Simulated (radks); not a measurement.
Task: Species: I I. Configuration: [Kr] 4d10 5s2 5p5 (the NIST ground configuration). All-electron calculation, scalar-relativistic Kohn-Sham, LDA (Slater exchange, Perdew-Wang correlation), spin-polarised, spherical densities, finite nucleus; open shells are filled with parallel spins first (spin-orbit coupling, left out, can overturn this in heavy ions); Fermi nuclear charge, rms radius 4.75 fm. Program: a radial shooting solver on a logarithmic mesh with Libxc functionals. Some entries of the table are withheld. Estimate them.

| orbital | occ. | eigenvalue (eV) | <r> (bohr) |
|---|---|---|---|
| 1s up | 1 | -32945.68 | 0.02725 |
| 1s down | 1 | -32945.64 | 0.02725 |
| 2s up | 1 | -5091.289 | 0.1173 |
| 2s down | 1 | -5091.270 | 0.1173 |
| 2p up | 3 | -4572.483 | 0.1025 |
| 2p down | 3 | -4572.456 | 0.1025 |
| 3s up | 1 | -1027.086 | 0.3146 |
| 3s down | 1 | -1027.056 | 0.3146 |
| 3p up | 3 | -858.9093 | 0.3125 |
| 3p down | 3 | -858.8761 | 0.3125 |
| 3d up | 5 | -606.2141 | 0.2888 |
| 3d down | 5 | -606.1829 | 0.2888 |
| 4s up | 1 | -180.1613 | 0.7402 |
| 4s down | 1 | -180.0949 | 0.7401 |
| 4p up | 3 | -127.3566 | 0.7925 |
| 4p down | 3 | -127.2828 | 0.7922 |
| 4d up | 5 | -50.3742 | 0.9231 |
| 4d down | 5 | -50.2570 | 0.9217 |
| 5s up | 1 | -17.8957 | 1.958 |
| 5s down | 1 | -17.3639 | 1.958 |
| 5p up | 3 | (1) | (2) |
| 5p down | 2 | (3) | (4) |
| 6s up | 0 | -0.5362 | 6.989 |
| 6s down | 0 | -0.4702 | 7.249 |

Result: 
(1) 5p up eigenvalue (eV): -7.4784
(2) 5p up <r> (bohr): 2.460
(3) 5p down eigenvalue (eV): -6.9620
(4) 5p down <r> (bohr): 2.482
